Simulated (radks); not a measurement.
Task: Valence configurations of the hafnium ion Hf+ (all share [Xe]). Calculated with a radial shooting solver on a logarithmic mesh with Libxc functionals: Dirac Kohn-Sham, PBE, spin-unpolarised, spherical densities, point nucleus; open shells fill j = l - 1/2 first. Order these by energy: 4f12 5d1 6s2 6p2; 4f12 5d4 6s1; 4f14 5d1 6s1 6p1; 4f14 6s2 6p1; 4f12.5 5d1 6s0.5 6p3; 4f12 5d3 6s2; 4f14 5d1 6s2; 4f13 5d1 6s2 6p1; 4f12 5d1 6s1 6p3; 4f13 5d2 6s2.

Result: From the lowest, in eV above it: 4f14 5d1 6s2 0.000; 4f14 6s2 6p1 4.264; 4f14 5d1 6s1 6p1 4.457; 4f13 5d2 6s2 17.432; 4f13 5d1 6s2 6p1 23.039; 4f12 5d4 6s1 40.878; 4f12 5d3 6s2 41.656; 4f12.5 5d1 6s0.5 6p3 47.931; 4f12 5d1 6s2 6p2 57.381; 4f12 5d1 6s1 6p3 64.239. NIST lists [Xe] 4f14 5d1 6s2 as the ground configuration; this level of theory agrees among the configurations tried. The energies are those of spherical spin-averaged densities, not of single terms.
